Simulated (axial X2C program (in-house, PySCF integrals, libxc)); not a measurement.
**Potential curves of BTe⁻, scalar-relativistic**

All values were computed with an in-house relativistic program for diatomic molecules. Spin-free means the one-electron spin-free X2C Hamiltonian. Basis: Te dyall-acv3z [12s13p9d5f1g], B dyall-av3z [8s7p3d2f] (cores contracted in-house); Gaussian nuclei, density fitting, unrestricted open shells. Masses: Te 129.906 u, B 11.009 u.

State: M_S = 0, Λ = 0 (closed shell). Energies in cm⁻¹ from the fragments at the same level (Te- + B). Fits are polynomials in 1 − R0/R over 0.85 to 1.23 times the lowest point R0.

```csv
R (Å),HF
1.8026,-12624
1.8855,-17088
1.9477,-19054
2.0098,-20116
2.0720,-20474
2.1445,-20210
2.2170,-19397
2.3103,-17783
2.4242,-15254
2.5900,-11026
```

The state is a single determinant with fixed occupations, the lowest that a limited PBE0 search found. The closed shell is kept restricted, so the energy runs too high when the bond is stretched far. De is counted from the lowest determinant-based energies of the atoms at the same level, without counterpoise correction. Spin-free De lacks the spin–orbit lowering of the heavy p-block atom, a tenth of an eV or more for 4p and 5p, up to an eV for 6p and one to two eV for 7p atoms, less what an open-shell molecule gains itself. Hartree–Fock gets electron affinities wrong, so its lowest charge split need not be the true one.

Problem. What are Re, ωe and De at the HF level?

Solution. At HF, spin-free: Re = 2.079 Å, ωe ≈ 674 cm⁻¹, De = 2.54 eV to Te- + B; Be follows as 0.384 cm⁻¹.
